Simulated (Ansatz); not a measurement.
Computed with frozen-core CCSD(T)/def2-TZVPP // r2SCAN-D4/def2-SVP (Ansatz, a program for electronic structure).

Ansatz 0.2 input:
```yaml
crystal:
  periodic: [false, false, false]
  atoms:
    - { symbol: Zr, position_ang: [-0.019864, -0.049899, -0.029096] }
    - { symbol: F, position_ang: [-0.658154, -1.693685, -0.764248] }
    - { symbol: F, position_ang: [0.112157, 0.031972, 1.87493] }
    - { symbol: C, position_ang: [-1.323634, 1.594785, -0.721515] }
    - { symbol: H, position_ang: [-1.417384, 1.585933, -1.824088] }
    - { symbol: H, position_ang: [-0.893852, 2.572851, -0.431523] }
    - { symbol: H, position_ang: [-2.345622, 1.546272, -0.302095] }
    - { symbol: C, position_ang: [1.963468, 0.391813, -0.898628] }
    - { symbol: H, position_ang: [1.894954, 0.459418, -2.001174] }
    - { symbol: H, position_ang: [2.723499, -0.375353, -0.661716] }
    - { symbol: H, position_ang: [2.345643, 1.361956, -0.528423] }
basis:
  gaussian: { orbitals: def2-TZVPP }
correlation:
  method: ccsd_t
```

Output:

```
Functional definition: HF
1607 factors; integrals over basis functions are off by at most 1.3e-3 eV
mean field evaluation 1: about -8834.7876 eV, gradient 5.9e1 eV
mean field evaluation 2: about -8834.8925 eV, gradient 5.9e1 eV
mean field evaluation 4: about -8841.7517 eV, gradient 4.7e0 eV
mean field evaluation 8: about -8841.8607 eV, gradient 4.7e-1 eV
mean field evaluation 16: about -8838.8601 eV, gradient 4.3e1 eV
mean field -8841.86263018 eV, -324.9324584294 hartree, gradient 1.0e-5 eV, S^2 0.000000; 0 other end points of the search recorded, 0 dependent functions left out
4 core orbitals not correlated
reference -8841.86263018 eV, -324.9324584294 hartree; 20, 20 occupied and 240, 240 virtual orbitals, 1607 factors
second order -33.07654392 eV of doubles, -0.00000000 eV of singles
cycle   1  -32.78354385 eV  change    2.9e-1 eV  update   1.6e-1
cycle   2  -33.52553245 eV  change   -7.4e-1 eV  update   6.2e-2
cycle   3  -33.75702433 eV  change   -2.3e-1 eV  update   2.9e-2
cycle   4  -33.74958354 eV  change    7.4e-3 eV  update   8.1e-3
cycle   5  -33.73743189 eV  change    1.2e-2 eV  update   3.0e-3
cycle   6  -33.73827667 eV  change   -8.4e-4 eV  update   1.0e-3
cycle   7  -33.73833474 eV  change   -5.8e-5 eV  update   3.3e-4
cycle   8  -33.73811696 eV  change    2.2e-4 eV  update   1.3e-4
cycle   9  -33.73816002 eV  change   -4.3e-5 eV  update   5.9e-5
cycle  10  -33.73821662 eV  change   -5.7e-5 eV  update   2.4e-5
cycle  11  -33.73818054 eV  change    3.6e-5 eV  update   1.1e-5
perturbative correction -1.26769842 eV, -0.0465870575 hartree
Total energy: -8876.86850914 eV, -326.2189007532 hartree
```

Cost: around 23 core-minutes (rough).
